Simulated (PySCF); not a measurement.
**Ionising SiAs**

PBE0; basis Si def2-TZVPPD, As def2-TZVPPD; no relativity; PySCF 2.14. Neutral (UKS): doublet (π ↑), Re = 2.172 Å, ωe = 510 cm⁻¹, De = 3.35 eV, HOMO -6.59 eV, LUMO -4.54 eV.

SiAs⁺ (UKS): triplet (π ↑↑), Re = 2.324 Å, ωe = 411 cm⁻¹, De = 3.05 eV to Si⁺ + As. The energies at the minima are -2524.91176 hartree for SiAs and -2524.59910 for SiAs⁺.

Question: Work out the adiabatic ionisation energy, without and with harmonic zero-point energies (1 hartree = 27.2114 eV, 1 eV = 8065.5 cm⁻¹), and the change of the bond length.

Answer: At PBE0: 0.31266 hartree = 8.508 eV between the minima; the zero-point term (411.0 − 510.0)/2 cm⁻¹ = -0.006 eV makes it 8.502 eV. Re changes by +15.2 pm against the neutral. The electron leaves a π orbital, and the longer bond of the ion fits a bonding orbital, or a change in how ionic the bond is.

SiAs⁻ (UKS): singlet (closed shell), Re = 2.097 Å, ωe = 565 cm⁻¹, De = 4.81 eV to Si⁻ + As. The energies at the minima are -2524.91176 hartree for SiAs and -2525.01158 for SiAs⁻.

Question: Work out the adiabatic electron affinity, without and with harmonic zero-point energies (1 hartree = 27.2114 eV, 1 eV = 8065.5 cm⁻¹), and the change of the bond length.

Answer: At PBE0: 0.09982 hartree = 2.716 eV between the minima; the zero-point term (510.0 − 565.0)/2 cm⁻¹ = -0.003 eV makes it 2.713 eV. Re changes by -7.5 pm against the neutral. The electron enters a π orbital; the charge polarises the partner, so the anion is bound more strongly.

For an ion De counts to the pair picked by the measured ionisation energies or electron affinities, which need not be the lowest pair at this level. States were picked by a PBE0 search and need not be the measured ground states.
